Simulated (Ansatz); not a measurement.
C₂H₉NOSi, SMILES `CO[SiH](C)N` from Hartree–Fock to CCSD(T)

Cartesian coordinates in Å:
```
C -0.727 1.656 0.893
O -0.874 0.277 1.118
Si -0.023 -0.870 0.292
C -0.410 -0.803 -1.529
N 1.674 -0.734 0.443
H -1.135 1.952 -0.081
H 0.325 1.964 0.936
H -1.274 2.195 1.669
H -0.481 -2.124 0.936
H -1.490 -0.827 -1.694
H 0.034 -1.653 -2.053
H -0.025 0.112 -1.989
H 2.160 -0.846 1.316
H 2.247 -0.297 -0.257
```

Total charge 0; spin multiplicity 1. Geometry: relaxed with PBE0-D4/def2-TZVP. It is one conformer, not always the lowest. Frozen core, restricted reference, Ansatz. CBS rows extrapolate triple and quadruple zeta; past MP2 they add the triple-zeta difference.

| basis | HF (Eh) | MP2 corr. |
| --- | --- | --- |
| def2-TZVPP | -499.40751 | -0.93040 |
| def2-QZVPP | -499.42753 | -0.99729 |

Estimate the CCSD correlation energy and the (T) correction in each basis where they were run (hartree).


```csv
basis,CCSD corr.,(T)
def2-TZVPP,-0.97795,-0.03580
CBS(def2),-1.09440,as TZ
```
